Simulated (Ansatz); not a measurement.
The cluster TiSi₆⁺. Total charge 1; doublet. Geometry PBE0-D4/def2-SVP.

```
atom    x (Å)    y (Å)    z (Å)
 Ti1   1.5427   0.9811   0.4624
 Si2   1.8195  -1.3670  -0.1979
 Si3  -2.1306  -1.0512   0.2857
 Si4   0.0391  -0.9997   1.2836
 Si5  -0.2656  -0.5246  -1.1525
 Si6   0.0715   1.8933  -1.2758
 Si7  -1.0767   1.0682   0.5946
```

LC-ωPBE has ω = 0.4 bohr⁻¹. At HF/STO-3G, LC-ωPBE/def2-TZVP the charge 1 doublet is spin-contaminated (final ⟨S²⟩ up to 1.53, 0.75 for a pure state). No other spin state of charge 1 was run. Another isomer (doublet) lies 0.20 eV lower at PBE0-D4/def2-TZVP; other spin states weren't run for this one.

**Question.** Estimate the α-spin orbital energies around the gap (eV) in Ansatz with HF/STO-3G, PBE-D4/def2-TZVP, revPBE-D4/def2-TZVP, r2SCAN-D4/def2-TZVP, LC-ωPBE/def2-TZVP.

**Answer.** 
```tsv
orbital	HF/STO-3G	PBE-D4/def2-TZVP	revPBE-D4/def2-TZVP	r2SCAN-D4/def2-TZVP	LC-ωPBE/def2-TZVP
HOMO−5	-11.06	-10.82	-10.77	-11.03	-14.08
HOMO−4	-10.17	-10.42	-10.37	-10.61	-13.38
HOMO−3	-9.62	-10.17	-10.13	-10.32	-13.28
HOMO−2	-9.58	-10.06	-10.02	-10.23	-13.12
HOMO−1	-9.53	-9.45	-9.42	-9.76	-12.98
HOMO	-9.01	-9.44	-9.41	-9.74	-12.75
LUMO	-0.64	-8.37	-8.29	-8.25	-5.64
LUMO+1	0.22	-8.07	-8.02	-8.04	-5.30
LUMO+2	0.58	-7.76	-7.70	-7.69	-5.29
LUMO+3	0.82	-7.67	-7.62	-7.62	-5.02
LUMO+4	2.07	-7.44	-7.38	-7.42	-4.54
LUMO+5	2.21	-7.14	-7.08	-7.11	-4.12
β HOMO	-8.78	-9.17	-9.13	-9.31	-12.55
β LUMO	-1.12	-8.83	-8.77	-8.74	-6.19
```
